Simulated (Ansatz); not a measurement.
The inner images of a band of BrGaH2O2 + ClH (8 atoms, charge 0, multiplicity 1) are given out of order.

Theory: RHF/def2-SVP (Ansatz 0.2.0).

Image 0:

```xyz
8
Properties=species:S:1:pos:R:3
Ga -0.045 0.719 0.024
Br 2.131 0.384 0.744
O -0.356 1.080 -1.665
O -1.328 0.925 1.202
H 0.790 -2.604 0.135
Cl -0.390 -2.334 -0.265
H 0.345 1.028 -2.294
H -1.147 0.803 2.120
```

Image 8:

```xyz
8
Properties=species:S:1:pos:R:3
Ga -0.683 0.346 -0.214
Br 2.382 -0.593 0.779
O -0.138 1.296 -1.583
O -1.112 1.145 1.287
H 2.024 -1.942 0.585
Cl -1.101 -1.762 -0.467
H 0.063 0.871 -2.401
H -1.434 0.638 2.014
```

Task: Put them in order from the first end to the last, with their energies above the first end.
A.
```xyz
8
Properties=species:S:1:pos:R:3
Ga -0.283 0.383 -0.075
Br 2.101 -0.325 0.661
O -0.249 1.146 -1.651
O -1.213 1.007 1.272
H 1.036 -1.570 0.267
Cl -0.429 -1.992 -0.221
H 0.300 0.814 -2.342
H -1.264 0.536 2.088
```
B.
```xyz
8
Properties=species:S:1:pos:R:3
Ga -0.043 0.682 0.018
Br 2.132 0.237 0.717
O -0.337 1.086 -1.664
O -1.307 0.936 1.208
H 0.809 -2.306 0.159
Cl -0.404 -2.245 -0.232
H 0.334 0.941 -2.311
H -1.183 0.670 2.105
```
C.
```xyz
8
Properties=species:S:1:pos:R:3
Ga -0.057 0.624 0.011
Br 2.126 0.065 0.693
O -0.311 1.094 -1.661
O -1.276 0.957 1.231
H 0.814 -2.010 0.176
Cl -0.398 -2.158 -0.218
H 0.320 0.855 -2.322
H -1.219 0.572 2.090
```
D.
```xyz
8
Properties=species:S:1:pos:R:3
Ga -0.580 0.296 -0.177
Br 2.259 -0.461 0.708
O -0.165 1.222 -1.606
O -1.132 1.076 1.294
H 1.500 -1.619 0.417
Cl -0.831 -1.871 -0.353
H 0.250 0.805 -2.344
H -1.300 0.553 2.061
```
E.
```xyz
8
Properties=species:S:1:pos:R:3
Ga -0.641 0.324 -0.196
Br 2.338 -0.525 0.743
O -0.141 1.264 -1.590
O -1.122 1.115 1.294
H 1.754 -1.785 0.491
Cl -0.974 -1.810 -0.411
H 0.160 0.825 -2.369
H -1.373 0.592 2.038
```
F.
```xyz
8
Properties=species:S:1:pos:R:3
Ga -0.439 0.305 -0.130
Br 2.150 -0.417 0.673
O -0.206 1.181 -1.630
O -1.167 1.039 1.286
H 1.269 -1.527 0.344
Cl -0.631 -1.932 -0.285
H 0.293 0.809 -2.340
H -1.269 0.542 2.082
```
G.
```xyz
8
Properties=species:S:1:pos:R:3
Ga -0.140 0.497 -0.022
Br 2.109 -0.145 0.673
O -0.279 1.119 -1.656
O -1.241 0.983 1.253
H 0.864 -1.760 0.204
Cl -0.368 -2.063 -0.205
H 0.306 0.825 -2.336
H -1.252 0.544 2.089
```

Result: B (+0.6 kcal/mol), C (+3.3 kcal/mol), G (+11.4 kcal/mol), A (+22.9 kcal/mol), F (+12.2 kcal/mol), D (+5.1 kcal/mol), E (+2.9 kcal/mol).

Run time: 7.4 min on 2 threads of AMD EPYC 7571 (shared host), peak memory 0.39 GiB.
